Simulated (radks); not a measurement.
Problem. Coherent X-ray form factor from a spherical all-electron density. All-electron calculation, scalar-relativistic Kohn-Sham, PBE, spin-polarised, spherical densities, point nucleus. Program: a radial shooting solver on a logarithmic mesh with Libxc functionals.

sin(theta)/lambda (1/angstrom)  f0 (electrons)
0.05                                    18.481
0.1                                     17.243
0.15                                    15.790
0.2                                     14.351
0.25                                    12.980
0.3                                     11.715
0.4                                      9.658
0.5                                      8.278
0.6                                      7.388
0.8                                      6.216
1                                        5.198
1.25                                     4.001
1.5                                      3.037
2                                        1.912

The species is in the configuration that NIST lists as its ground one. Which atom or ion scatters so?

Solution. The calcium ion Ca+, [Ar] 4s1. Extrapolating in s^2 from the first two rows gives f0(0) = 18.9, near the electron count 19; among species with that count, the fall with angle is slower the higher Z, and the table is that of Z = 20; from so few rows the species is fixed only to a neighbour or two.
